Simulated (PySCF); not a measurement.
Two species compared at the same levels of theory.

First species: C3H7FOSi.
SMILES: `C[C@@H](F)[SiH2]C=O`

Second species: C6H12Si.
InChI=1S/C6H12Si/c1-5-3-4-6(5)7-2/h3-4,7H2,1-2H3

Levels: CAM-B3LYP/def2-SVPD for dipole moment, HOMO energy, LUMO energy, HOMO–LUMO gap, static isotropic polarisability and electronic spatial extent ⟨r²⟩ about the centre of nuclear charge; TDDFT CAM-B3LYP/def2-SVPD for lowest singlet excitation; TDA CAM-B3LYP/def2-SVPD for lowest triplet excitation (Tamm–Dancoff); GFN2-xTB for rotational constant A and rotational constant C. Geometries: GFN2-xTB. All species are isolated and taken at one optimised geometry, non-relativistic unless stated. Electronic properties by PySCF.

Dipoles, sizes and rotational constants follow the conformer. The torsions of the flexible species, by atom-mapped SMILES:
- `[CH3:1][C@@H:2]([F:3])[SiH2:4][CH:5]=[O:6]`: C1–C2–Si4–C5 63°, C2–Si4–C5–O6 -6°
- `[CH3:1][SiH2:2][C:3]1=[C:4]([CH3:5])[CH2:6][CH2:7]1`: C1–Si2–C3–C4 164°

Values for the first species:

```
Dipole moment                                                     : 1.56 D
HOMO energy                                                       : -8.71 eV
LUMO energy                                                       : -0.61 eV
HOMO–LUMO gap                                                     : 8.10 eV
Lowest singlet excitation                                         : 3.25 eV
Lowest triplet excitation (Tamm–Dancoff)                          : 2.57 eV
Static isotropic polarisability                                   : 66.8 au
Electronic spatial extent ⟨r²⟩ about the centre of nuclear charge : 836 bohr²
Rotational constant A                                             : 4.572 GHz
Rotational constant C                                             : 1.406 GHz
```

Problem. Estimate the same properties for the second species, and the change in each.

Solution. 
```
                                                         property      first      second  second less first
                                                    dipole moment     1.56 D      0.71 D            -0.85 D
                                                      HOMO energy   -8.71 eV    -8.08 eV           +0.63 eV
                                                      LUMO energy   -0.61 eV     1.16 eV           +1.77 eV
                                                    HOMO–LUMO gap    8.10 eV     9.24 eV           +1.14 eV
                                        lowest singlet excitation    3.25 eV     6.45 eV           +3.20 eV
                         lowest triplet excitation (Tamm–Dancoff)    2.57 eV     4.05 eV           +1.48 eV
                                  static isotropic polarisability    66.8 au     97.0 au           +30.2 au
electronic spatial extent ⟨r²⟩ about the centre of nuclear charge  836 bohr²  1196 bohr²         +360 bohr²
                                            rotational constant A  4.572 GHz   3.631 GHz         -0.941 GHz
                                            rotational constant C  1.406 GHz   1.040 GHz         -0.366 GHz
```

On the first: The 8 singlets span 3.25 to 8.01 eV, and their oscillator strengths add up to 0.17. 1 of the 8 computed singlets lies in the visible range (750 to 380 nm, 1.65 to 3.26 eV), with an oscillator strength of 0.000.

On the second: The polarisability is 14.37 Å³ as a volume (1 au = 0.148185 Å³), or 1.56 au for each of the 62 electrons. No computed singlet falls in the visible range (750 to 380 nm, 1.65 to 3.26 eV); S1 lies 3.19 eV above its blue end.
